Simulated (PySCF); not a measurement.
# What each rung costs, and what it gives

Saddle point of SiNH$_{7}$Se, closed shell (SiNH₅ ([NH2][SiH3]) + H₂Se → SiNH₅Se ([NH2][SiH2][SeH]) + H₂; bonds formed: Si1–Se7, H2–H6; bonds broken: Si1–H2, H6–Se7), PBE0-D4/def2-TZVP structure:

Si1  (-0.779, -0.072, -0.034)
H2  (-0.379, -1.082, -1.371)
H3  (-1.725, -1.183, 0.316)
H4  (-1.587, 0.948, -0.734)
N5  (0.043, 0.038, 1.433)
H6  (0.235, -0.409, -1.497)
Se7  (1.252, 1.222, -1.230)
H8  (-0.221, -0.540, 2.214)
H9  (0.805, 0.671, 1.601)
H10  (2.356, 0.409, -0.698)
(Å)

Barriers are electronic and count from the start structure reached by relaxing down the imaginary mode.

Program: PySCF 2.14 with density fitting (its default auxiliary sets; JK sets also for MP2 and CCSD(T)). Basis: as named in each row. Cores are frozen in the correlated methods. Filled d shells of the heavier atoms are correlated. The def2 sets are not built for correlating such inner shells, so the correlated values are less sure here. B3LYP uses VWN-RPA correlation. Extrapolation: Hartree–Fock as exp(−7.88 √X), correlation as X^−2.97.

Times are rough, for one single point on 4 threads of a shared host (Arm Neoverse V2).

The estimate by CCSD(T) at an estimated basis limit (MP2 extrapolated from triple and quadruple zeta, plus CCSD(T) − MP2 in triple zeta) is 162.3 kJ/mol.

```tsv
method	basis	time (s)	barrier (kJ/mol)	method less estimate
HF	STO-3G	under 1	425.2	262.9
B3LYP-D4	6-31G	4	194.8	32.5
PBE-D4	def2-SVP	5	130.9	-31.4
PBE0-D4	def2-SVP	6	149.3	-13.0
MP2	def2-QZVPP	10	156.4	-5.9
SPW92	def2-TZVPP	10	98.1	-64.2
PBE-D4	def2-TZVPP	14	124.3	-38.0
PBE0-D4	def2-TZVPP	14	141.7	-20.6
BHLYP-D4	def2-TZVPP	14	179.3	17.0
B3LYP-D4	def2-TZVPP	15	159.2	-3.1
r2SCAN-D4	def2-TZVPP	31	137.1	-25.2
CCSD(T)	def2-SVP	44	198.4	36.1
wB97M-V	def2-TZVPP	190	163.9	1.5
CCSD(T)	def2-TZVPP	830	173.0	10.7
```

All methods are single points on the PBE0-D4 structures.

T1 diagnostic: at most 0.011.

Labels in which every atom is bracketed show which atoms are joined, not bond orders.
